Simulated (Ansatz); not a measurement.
One change: `CCC1=CCCCC1` becomes `N#CC1=CCCCC1`.

Ansatz, PBE0-D4/def2-TZVP geometries, multiplicity 1. Each molecule was computed in one conformer, which needn't be the lowest.

| property | `CCC1=CCCCC1` |
| --- | --- |
| size of the dipole moment (B3LYP/def2-TZVPP) / D | 0.25 |
| LUMO energy (B3LYP/def2-TZVPP) / eV | 0.40 |
| HOMO energy (PBE0/def2-TZVPP) / eV | -6.55 |
| size of the dipole moment (PBE/def2-TZVPP) / D | 0.26 |
| HOMO energy (ωB97M-V/def2-TZVPP) / eV | -8.77 |
| HOMO energy (B3LYP/def2-TZVPP) / eV | -6.36 |

Q: What does the change do to each property? (An estimate is asked.)

A: The calculation gave: 
```json
{"property": "size of the dipole moment (B3LYP/def2-TZVPP) / D", "`N#CC1=CCCCC1`": "4.96", "shift": "4.71"}
{"property": "LUMO energy (B3LYP/def2-TZVPP) / eV", "`N#CC1=CCCCC1`": "-1.25", "shift": "-1.65"}
{"property": "HOMO energy (PBE0/def2-TZVPP) / eV", "`N#CC1=CCCCC1`": "-7.52", "shift": "-0.97"}
{"property": "size of the dipole moment (PBE/def2-TZVPP) / D", "`N#CC1=CCCCC1`": "4.90", "shift": "4.64"}
{"property": "HOMO energy (ωB97M-V/def2-TZVPP) / eV", "`N#CC1=CCCCC1`": "-9.66", "shift": "-0.89"}
{"property": "HOMO energy (B3LYP/def2-TZVPP) / eV", "`N#CC1=CCCCC1`": "-7.32", "shift": "-0.96"}
```

With PBE0 the HOMO falls by 0.97 eV and the LUMO falls by 1.69 eV, so the gap narrows by about 0.72 eV. PBE moves the HOMO by -0.96 eV and ωB97M-V by -0.89 eV. Dipoles are sizes alone; their direction can turn.

Positive LUMOs are unbound, so they and the gaps depend on the basis.

B3LYP here is the variant with VWN-RPA as its local correlation; programs differ in this.
